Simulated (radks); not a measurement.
Results of a calculation; reference values are marked as such.
The mean radii <r> (bohr) of the occupied orbitals of an atom or ion are listed with their occupations. Code: a radial shooting solver on a logarithmic mesh with Libxc functionals. Model: Dirac Kohn-Sham, BLYP, spin-unpolarised, spherical densities, point nucleus.

| orbital | occ. | <r> |
|---|---|---|
| 1s1/2 | 2 | 0.01803 |
| 2s1/2 | 2 | 0.07557 |
| 2p1/2 | 2 | 0.06246 |
| 2p3/2 | 4 | 0.07053 |
| 3s1/2 | 2 | 0.1969 |
| 3p1/2 | 2 | 0.1870 |
| 3p3/2 | 4 | 0.2019 |
| 3d3/2 | 4 | 0.1765 |
| 3d5/2 | 6 | 0.1811 |
| 4s1/2 | 2 | 0.4404 |
| 4p1/2 | 2 | 0.4450 |
| 4p3/2 | 4 | 0.4785 |
| 4d3/2 | 4 | 0.4935 |
| 4d5/2 | 6 | 0.5048 |
| 5s1/2 | 2 | 1.036 |
| 5p1/2 | 2 | 1.137 |
| 5p3/2 | 4 | 1.240 |
| 4f5/2 | 6 | 0.5763 |
| 4f7/2 | 8 | 0.5851 |
| 6s1/2 | 2 | 3.084 |
| 5d3/2 | 2 | 1.885 |
| 5d5/2 | 3 | 1.978 |

Name the element and its charge. Open shells, if any, are shared by 2j + 1.

Answer. Z = 75, rhenium, charge 0: Re in [Xe] 4f14 5d5 6s2. The 1s radius gives Z: for a bare nucleus <r> = (2 gamma + 1)/(2Z) with gamma = sqrt(1 - (Z/c)^2), 0.01783 bohr for Z = 75, and screening makes it slightly larger (0.01803 here). The occupations add up to 75, and the charge is Z minus that.
